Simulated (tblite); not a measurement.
Compound: C₅H₈NSi (charge -1).
SMILES with atom numbers: `[CH2:1]=[CH:2][CH2:3][Si-:4]([CH3:5])[C:6]#[N:7]` (hydrogens: H8, H9 on C1; H10 on C2; H11, H12 on C3; H13, H14, H15 on C5)
Bond orders are those of one Lewis drawing.

Computed with GFN2-xTB (tblite), gas phase: L-BFGS steps from a force-field or distance-geometry start until the largest atomic force falls under 0.01 eV/Å.

At the end of the run (lengths in Å): C3–Si4 1.967, Si4–C5 1.925, C2–C3 1.459, Si4–C6 1.860, C1–H8 1.079, C5–H14 1.094, C3–H11 1.092, Si4–C6–N7 162.0°, C3–Si4–C6 99.1°, C5–Si4–C6 100.9°, C3–Si4–C5 101.0°, C1–C2–C3–Si4 97°, C2–C3–Si4–C5 71°, C3–Si4–C6–N7 129°, H13–C5–Si4–C3 -79°, H11–C3–C2–C1 -21°.

Question: These geometries were met on the way; a selection of coordinates is given. Order them by energy above the end point, lowest first.
A. C3–Si4 1.999, Si4–C5 1.940, C2–C3 1.466, Si4–C6 1.862, C1–H8 1.077, C5–H14 1.098, C3–H11 1.091, Si4–C6–N7 161.2°, C3–Si4–C6 105.5°, C5–Si4–C6 106.2°, C3–Si4–C5 104.2°, C1–C2–C3–Si4 108°, C2–C3–Si4–C5 69°, C3–Si4–C6–N7 126°, H13–C5–Si4–C3 -66°, H11–C3–C2–C1 -7°
B. C3–Si4 1.955, Si4–C5 1.924, C2–C3 1.470, Si4–C6 1.866, C1–H8 1.082, C5–H14 1.095, C3–H11 1.094, Si4–C6–N7 156.2°, C3–Si4–C6 103.2°, C5–Si4–C6 103.5°, C3–Si4–C5 104.8°, C1–C2–C3–Si4 107°, C2–C3–Si4–C5 70°, C3–Si4–C6–N7 127°, H13–C5–Si4–C3 -67°, H11–C3–C2–C1 -12°
C. C3–Si4 1.859, Si4–C5 1.857, C2–C3 1.507, Si4–C6 1.860, C1–H8 1.095, C5–H14 1.105, C3–H11 1.102, Si4–C6–N7 180.0°, C3–Si4–C6 112.3°, C5–Si4–C6 113.0°, C3–Si4–C5 112.3°, C1–C2–C3–Si4 113°, C2–C3–Si4–C5 60°, C3–Si4–C6–N7 -7°, H13–C5–Si4–C3 -58°, H11–C3–C2–C1 -10°
D. C3–Si4 1.968, Si4–C5 1.924, C2–C3 1.457, Si4–C6 1.847, C1–H8 1.078, C5–H14 1.096, C3–H11 1.092, Si4–C6–N7 156.8°, C3–Si4–C6 101.5°, C5–Si4–C6 102.6°, C3–Si4–C5 104.8°, C1–C2–C3–Si4 107°, C2–C3–Si4–C5 71°, C3–Si4–C6–N7 129°, H13–C5–Si4–C3 -68°, H11–C3–C2–C1 -12°
E. C3–Si4 1.963, Si4–C5 1.921, C2–C3 1.464, Si4–C6 1.827, C1–H8 1.079, C5–H14 1.082, C3–H11 1.089, Si4–C6–N7 171.6°, C3–Si4–C6 110.1°, C5–Si4–C6 110.7°, C3–Si4–C5 107.2°, C1–C2–C3–Si4 111°, C2–C3–Si4–C5 64°, C3–Si4–C6–N7 122°, H13–C5–Si4–C3 -62°, H11–C3–C2–C1 -6°

Answer: D (0.036 eV), B (0.066 eV), A (0.114 eV), E (0.230 eV), C (0.536 eV).

```json
{"step": "13", "E above end (eV)": "0.036", "rms distance from the end, all atoms (Å)": "0.122", "largest force (eV/Å)": "0.264", "rms shift of all bonds from the end (Å)": "0.004"}
{"step": "9", "E above end (eV)": "0.066", "rms distance from the end, all atoms (Å)": "0.144", "largest force (eV/Å)": "0.359", "rms shift of all bonds from the end (Å)": "0.005"}
{"step": "5", "E above end (eV)": "0.114", "rms distance from the end, all atoms (Å)": "0.161", "largest force (eV/Å)": "0.500", "rms shift of all bonds from the end (Å)": "0.010"}
{"step": "2", "E above end (eV)": "0.230", "rms distance from the end, all atoms (Å)": "0.173", "largest force (eV/Å)": "1.117", "rms shift of all bonds from the end (Å)": "0.010"}
{"step": "0", "E above end (eV)": "0.536", "rms distance from the end, all atoms (Å)": "0.185", "largest force (eV/Å)": "2.888", "rms shift of all bonds from the end (Å)": "0.037"}
```

Rows stand in the order of the answer.
